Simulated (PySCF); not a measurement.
# Converging SiBi in the basis (PBE0)

PySCF, UKS reference; doublet, unpaired electrons π ↑; De to Si + Bi without counterpoise correction.

```tsv
basis	relativity	functions	Re (Å)	ωe (cm⁻¹)	De (eV)	μ (D)
def2-SVP	scalar-relativistic core potentials	44	2.461	387	2.47	0.64
cc-pV(D+d)Z/cc-pVDZ-PP	scalar-relativistic core potentials	46	2.460	388	2.47	0.56
def2-SVPD	scalar-relativistic core potentials	56	2.461	387	2.50	0.59
def2-TZVPP	scalar-relativistic core potentials	92	2.448	391	2.55	0.55
```

Task: How does each smaller set differ from the one with most functions, def2-TZVPP?

Result: def2-SVP: +1.3 pm, -1.0 % in ωe, -0.08 eV in De; cc-pV(D+d)Z/cc-pVDZ-PP: +1.2 pm, -0.8 % in ωe, -0.08 eV in De; def2-SVPD: +1.3 pm, -1.0 % in ωe, -0.05 eV in De. All at PBE0; the set with most functions is neither the basis-set limit nor always the best.

A positive dipole means Si(−)Bi(+). These are scalar-relativistic numbers at best; spin–orbit coupling would shift them, the dissociation energy most. The state is the lowest determinant that a PBE0 search found; another state may lie lower at other levels.
